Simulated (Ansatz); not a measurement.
Cost and result up the ladder for the cluster Al₂Cu (the lowest doublet isomer of a short search) (3 atoms). Charge 0, multiplicity 2. Geometry: PBE0-D4/def2-TZVP.

```xyz
3

Al    0.048    0.454   -1.356
Al    0.469    0.812    1.081
Cu   -0.516   -1.266    0.275
```

Ansatz on 2 threads of Arm Neoverse V2 on a shared host. Times are rough, and most runs start from the orbitals of an earlier one. PBE0-D4/def2-TZVPD serves as the yardstick here, not as an exact answer. Differences are given only for rows in sets of like size (and for xTB, whose basis is part of the method), since another set adds its own error. Binding counts from free atoms at the same level (Al doublet, Cu doublet; other spins of the atoms weren't run), without zero-point energy or a counterpoise term.

The 6-31G sets use Cartesian d functions. LC-ωPBE has ω = 0.4 bohr⁻¹. B3LYP takes the VWN-RPA correlation. Correlated methods freeze 19 core orbitals. The structure comes from a short search, and lower isomers may exist.

Run but left out: HF/STO-3G, HF/6-31G, MP2/def2-TZVP, CCSD(T)/def2-TZVPD, CCSD(T)/def2-TZVPP (⟨S²⟩ 1.56 to 2.89, where a pure state has 0.75).

Correlated methods converge slowly with the basis.

| level | functions | wall time | binding energy per atom (eV) | difference from PBE0-D4/def2-TZVPD (eV) | remarks |
| --- | --- | --- | --- | --- | --- |
| PBE-D4/def2-SVP | 67 | 1.8 s | 1.68 | – | – |
| B3LYP-D4/6-31G | 55 | 2.2 s | 1.28 | – | – |
| PBE-D4/def2-TZVP | 119 | 2.4 s | 1.57 | 0.20 | – |
| revPBE-D4/def2-TZVP | 119 | 2.4 s | 1.48 | 0.11 | – |
| PBE-D4/def2-TZVPD | 134 | 3.4 s | 1.57 | 0.20 | – |
| RPA@PBE/def2-TZVP | 119 | 3.4 s | 1.13 | -0.24 | – |
| r2SCAN-D4/def2-TZVP | 119 | 7.5 s | 1.55 | 0.17 | – |
| LC-ωPBE/def2-TZVP | 119 | 8 s | 1.19 | -0.19 | spin-contaminated (⟨S²⟩ 0.94) |
| r2SCAN-D4/def2-TZVPD | 134 | 9 s | 1.55 | 0.18 | – |
| BHLYP-D4/def2-TZVP | 119 | 9 s | 1.09 | -0.28 | – |
| PBE0-D4/def2-TZVPD | 134 | 9.5 s | 1.37 | 0.00 | – |
| B2PLYP/def2-TZVP | 119 | 9.5 s | 1.27 | -0.10 | – |
| PBE0-D4/def2-TZVP (with forces) | 119 | 13 s | 1.37 | 0.00 | – |
| r2SCANh-D4/def2-TZVP | 119 | 17 s | 1.46 | 0.09 | – |
